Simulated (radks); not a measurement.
Results of a calculation; reference values are marked as such.
Species: F1.4+. Configuration: [He] 2s(up 1, down 0.6) 2p4 (fractional occupations, a model configuration).

Level of theory: scalar-relativistic Kohn-Sham, LDA (Slater exchange, Perdew-Wang correlation), spin-polarised, spherical densities, finite nucleus; open shells are filled with parallel spins first; Fermi nuclear charge, rms radius 2.8976 fm (a radial shooting solver on a logarithmic mesh with Libxc functionals).

Energy parts (eV):
| part | energy |
|---|---|
| total | -2662.060 |
| kinetic | 2656.884 |
| electron-nucleus | -6201.149 |
| Hartree | 1126.750 |
| exchange-correlation | -244.544 |

Orbitals (lengths in bohr, moments of r in powers of bohr; <r^-3> diverges for s and p1/2; r(90%) holds 90 % of the orbital's charge):
orbital	occ.	eigenvalue (eV)	<r^-3>	<r>	r(90%)
1s up	1	-689.9488	-	0.1773	0.318
1s down	1	-687.5004	-	0.1769	0.317
2s up	1	-56.8816	-	0.9410	1.49
2s down	0.6	-51.9671	-	0.9654	1.54
2p up	3	-38.2567	9.859	0.9304	1.57
2p down	1	-33.2842	9.199	0.9771	1.67

The highest occupied level is 2p down at -33.284 eV. The density falls to 0.001 e/bohr^3 at r = 2.64 bohr. Spin moment in Bohr magnetons: 2.4. The spin density at the nucleus is 5.360 e/bohr^3 (1s -0.680, 2s 6.040).
